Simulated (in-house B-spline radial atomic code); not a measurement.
Successive ionisation energies of thulium; each step leads to the configuration of the next row (after the last: [Ne] 3s2). Dirac energy differences include first-order Breit, QED and recoil terms. NIST's values go from ground level to ground level; the uncertainty of those that are theory runs from under 0.1 % in few-electron ions to several per cent in heavy many-electron ones. Computed with an all-electron radial atomic-structure program (B-spline basis): Dirac-Hartree-Fock, jj configuration that fills j = l - 1/2 first, finite nuclei.

A number in brackets counts the electrons of a j subshell.

```json
{"ion": "Tm41+", "configuration": "[Ar] 3d10", "ionisation energy (eV)": "3298.4", "tabulated value (eV)": "3298", "computed minus tabulated (eV)": "0", "highest orbital": "3d5/2", "largest mean radius (bohr)": "0.21803"}
{"ion": "Tm42+", "configuration": "[Ar] 3d3/2(4) 3d5/2(5)", "ionisation energy (eV)": "3414.3", "tabulated value (eV)": "3409", "computed minus tabulated (eV)": "5", "highest orbital": "3d5/2", "largest mean radius (bohr)": "0.2167"}
{"ion": "Tm43+", "configuration": "[Ar] 3d3/2(4) 3d5/2(4)", "ionisation energy (eV)": "3531.8", "tabulated value (eV)": "3528", "computed minus tabulated (eV)": "4", "highest orbital": "3d5/2", "largest mean radius (bohr)": "0.21537"}
{"ion": "Tm44+", "configuration": "[Ar] 3d3/2(4) 3d5/2(3)", "ionisation energy (eV)": "3650.8", "tabulated value (eV)": "3653", "computed minus tabulated (eV)": "-2", "highest orbital": "3d5/2", "largest mean radius (bohr)": "0.21407"}
{"ion": "Tm45+", "configuration": "[Ar] 3d3/2(4) 3d5/2(2)", "ionisation energy (eV)": "3771.3", "tabulated value (eV)": "3775", "computed minus tabulated (eV)": "-4", "highest orbital": "3d5/2", "largest mean radius (bohr)": "0.21277"}
{"ion": "Tm46+", "configuration": "[Ar] 3d3/2(4) 3d5/2(1)", "ionisation energy (eV)": "3893.4", "tabulated value (eV)": "3895", "computed minus tabulated (eV)": "-2", "highest orbital": "3d5/2", "largest mean radius (bohr)": "0.21148"}
{"ion": "Tm47+", "configuration": "[Ar] 3d3/2(4)", "ionisation energy (eV)": "4075.0", "tabulated value (eV)": "4075", "computed minus tabulated (eV)": "0", "highest orbital": "3d3/2", "largest mean radius (bohr)": "0.21021"}
{"ion": "Tm48+", "configuration": "[Ar] 3d3/2(3)", "ionisation energy (eV)": "4201.9", "tabulated value (eV)": "4199", "computed minus tabulated (eV)": "3", "highest orbital": "3d3/2", "largest mean radius (bohr)": "0.20884"}
{"ion": "Tm49+", "configuration": "[Ar] 3d3/2(2)", "ionisation energy (eV)": "4330.3", "tabulated value (eV)": "4335", "computed minus tabulated (eV)": "-5", "highest orbital": "3d3/2", "largest mean radius (bohr)": "0.20748"}
{"ion": "Tm50+", "configuration": "[Ar] 3d3/2(1)", "ionisation energy (eV)": "4460.3", "tabulated value (eV)": "4461", "computed minus tabulated (eV)": "-1", "highest orbital": "3d3/2", "largest mean radius (bohr)": "0.20613"}
{"ion": "Tm51+", "configuration": "[Ne] 3s2 3p6", "ionisation energy (eV)": "4811.9", "tabulated value (eV)": "4812", "computed minus tabulated (eV)": "0", "highest orbital": "3p3/2", "largest mean radius (bohr)": "0.20505"}
{"ion": "Tm52+", "configuration": "[Ne] 3s2 3p1/2(2) 3p3/2(3)", "ionisation energy (eV)": "4926.0", "tabulated value (eV)": "4922", "computed minus tabulated (eV)": "4", "highest orbital": "3p3/2", "largest mean radius (bohr)": "0.20423"}
{"ion": "Tm53+", "configuration": "[Ne] 3s2 3p1/2(2) 3p3/2(2)", "ionisation energy (eV)": "5040.9", "tabulated value (eV)": "5044", "computed minus tabulated (eV)": "-3", "highest orbital": "3p3/2", "largest mean radius (bohr)": "0.20342"}
{"ion": "Tm54+", "configuration": "[Ne] 3s2 3p1/2(2) 3p3/2(1)", "ionisation energy (eV)": "5156.8", "tabulated value (eV)": "5157", "computed minus tabulated (eV)": "0", "highest orbital": "3p3/2", "largest mean radius (bohr)": "0.20261"}
{"ion": "Tm55+", "configuration": "[Ne] 3s2 3p1/2(2)", "ionisation energy (eV)": "5526.8", "tabulated value (eV)": "5527", "computed minus tabulated (eV)": "0", "highest orbital": "3p1/2", "largest mean radius (bohr)": "0.2018"}
{"ion": "Tm56+", "configuration": "[Ne] 3s2 3p1/2(1)", "ionisation energy (eV)": "5655.4", "tabulated value (eV)": "5656", "computed minus tabulated (eV)": "-1", "highest orbital": "3p1/2", "largest mean radius (bohr)": "0.20097"}
```
